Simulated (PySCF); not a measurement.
**Structure elucidation problem**

Molecular formula: C$_{4}$H$_{2}$N$_{4}$. Simulated spectra:

¹H NMR (600 MHz, computed): δ 9.31 (s, 2H).

¹³C{¹H} NMR (computed): δ 153.0 (CH, 2C), 119.5 (C), 111.2 (C).

Computed data (PySCF 2.14.0 with density-fitted response routines): NMR shieldings at PBE0/pcSseg-1/GIAO, couplings computed with B3LYP/pcJ-1 (spin–dipole term only in couplings to heteroatoms), GFN2-xTB geometry. Non-relativistic, fast rotation and ring inversion assumed for equivalent nuclei, a single conformation, no solvent model.

Referencing at the same level of theory: ¹H, ¹³C vs TMS.

**Question.** What is the structure?

**Answer.** 
1. The formula gives 6 degrees of unsaturation (1 ring in the answer).
2. 3 carbon signals for 4 carbons: some carbons are equivalent by symmetry or fast rotation.
3. Carbon types of the structure: 2 × C, 2 × CH, which accounts for all hydrogens.
4. δC 153.0: aromatic CH next to a ring nitrogen; the adjacent pyridine-type nitrogen withdraws density from it.
5. δC 119.5: nitrile carbon; this is the usual window of a C≡N carbon, which has no attached hydrogen.
6. δC 111.2: substituted aromatic carbon.
7. δH 9.31: hydrogen on an aromatic CH next to a ring nitrogen; ring current plus the neighbouring ring nitrogen.

Structure: `N#Cc1cnnnc1`.

This is the structure that produced the data.

Shifts are as computed. Against solution values, carbons near 30 ppm lie about +3 ppm off and those near 130 ppm about +5 ppm. Of 1211 compounds with measured shifts, 218 miss one by over three times the rms of a fit or turn the order of signals round; such compounds aren't used in these exercises.
